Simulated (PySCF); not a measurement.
H8NOPSi2.
Geometry (PBE0-D3(BJ)/def2-SVP, Å), atoms numbered from 1 in this order:
```
atom  x, y, z in Å
N1     0.108    1.330   -1.334
Si2    0.273    0.408    0.113
O3     0.433    1.272    1.541
Si4   -1.660   -0.863    0.423
P5     2.172   -0.780   -0.232
H6    -0.730    1.866   -1.528
H7     0.914    1.708   -1.821
H8     1.208    1.840    1.611
H9    -2.879    0.005    0.493
H10   -1.568   -1.664    1.683
H11   -1.825   -1.807   -0.726
H12    1.988   -1.622    0.906
H13    1.562   -1.691   -1.147
```

The closed-shell ground state was solved at several levels (PySCF, density fitting, gas phase, non-relativistic).

```
             level  basis functions  HOMO (eV)  LUMO (eV)  gap (eV)  dipole (D)
    PBE0/def2-TZVP              221      -7.07      -0.14      6.93        1.97
       PBE0/6-31G*               98      -6.95       0.31      7.26        2.07
     PBE0/def2-SVP              122      -6.97       0.27      7.24        2.06
    B97-2/pcSseg-1              146      -6.89       0.02      6.91        1.94
CAM-B3LYP/pcSseg-1              146      -8.31       1.06      9.37        2.01
PBE0/6-311+G(2d,p)              207      -7.12      -0.44      6.68        1.85
     PBE0/pcSseg-1              146      -7.11       0.03      7.14        1.95
    PBE0/def2-SVPD              179      -7.12      -0.26      6.86        1.78
  LC-wPBE/pcSseg-1              146      -9.63       2.15     11.78        1.93
      PBE0/cc-pVDZ              122      -6.94       0.27      7.21        2.03
```

Q: What might PBE0/aug-cc-pVDZ (199 basis functions) give for the same quantities?

A: HOMO -7.10 eV, LUMO -0.54 eV, gap 6.56 eV, dipole 1.74 D.

Q: Over all these levels, which gives the widest orbital gap and which the narrowest?

A: LC-wPBE/pcSseg-1 (range-separated hybrid) has the widest, 11.78 eV, and PBE0/aug-cc-pVDZ (global hybrid, 25 % exact exchange) the narrowest, 6.56 eV. Functional and basis both differ between the two, so the spread mixes both effects.

Q: How much does the basis alone move the frontier levels among the 8 PBE0 rows (the withheld one included)?

A: The HOMO by 0.18 eV and the LUMO by 0.85 eV. By rising basis size (HOMO, LUMO in eV): 6-31G* -6.95, 0.31; def2-SVP -6.97, 0.27; cc-pVDZ -6.94, 0.27; pcSseg-1 -7.11, 0.03; def2-SVPD -7.12, -0.26; aug-cc-pVDZ -7.10, -0.54; 6-311+G(2d,p) -7.12, -0.44; def2-TZVP -7.07, -0.14.

Q: How far do the dipole and the HOMO energy spread over the levels?

A: The dipole runs from 1.74 to 2.07 D (mean 1.94 D) and the HOMO from -9.63 to -6.89 eV.

One conformer stands for the species.
